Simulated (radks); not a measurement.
Species: Os I. Configuration: [Xe] 4f14 5d6 6s2. Method: scalar-relativistic Kohn-Sham, LDA (Slater exchange, Perdew-Wang correlation), spin-unpolarised, spherical densities, finite nucleus; Fermi nuclear charge, rms radius 5.4126 fm; computed with a radial shooting solver on a logarithmic mesh with Libxc functionals.

Radial electron density D(r) = 4 pi r^2 rho(r):

```
   r/bohr * D(r) (the largest magnitude, 141, reaches the edge; | marks zero)
 0.001918 |        *
 0.002233 |          *
   0.0026 |            *
 0.003027 |               *
 0.003552 |                  *
 0.004135 |                     *
 0.004814 |                         *
 0.005604 |                            *
 0.006524 |                                *
 0.007595 |                                   *
 0.008842 |                                      *
  0.01029 |                                       *
  0.01198 |                                        *
  0.01395 |                                       *
  0.01624 |                                      *
  0.01891 |                                    *
  0.02201 |                                   *
  0.02562 |                                    *
  0.02983 |                                      *
  0.03473 |                                          *
  0.04043 |                                                *
  0.04707 |                                                    *
  0.05479 |                                                      *
  0.06379 |                                                    *
  0.07426 |                                                *
  0.08714 |                                           *
   0.1014 |                                          *
   0.1181 |                                            *
   0.1375 |                                                *
   0.1601 |                                                 *
   0.1863 |                                            *
   0.2169 |                                   *
   0.2525 |                           *
    0.294 |                          *
   0.3422 |                             *
   0.3984 |                               *
   0.4638 |                            *
     0.54 |                      *
   0.6286 |               *
   0.7318 |          *
    0.852 |        *
   0.9918 |      *
    1.155 |     *
    1.344 |   *
    1.565 |  *
    1.822 | *
    2.138 |*
    2.489 |*
    2.897 |*
    3.373 *
    3.927 *
    4.571 *
    5.322 *
    6.195 *
    7.212 *
    8.396 *
    9.775 *
```

D(r) has 4 maxima, at r = 0.0119, 0.0548, 0.153, 0.398 bohr, and minima at 0.0229, 0.0983, 0.282 bohr, inside which lie 1.89, 11.04, 29.90 electrons.
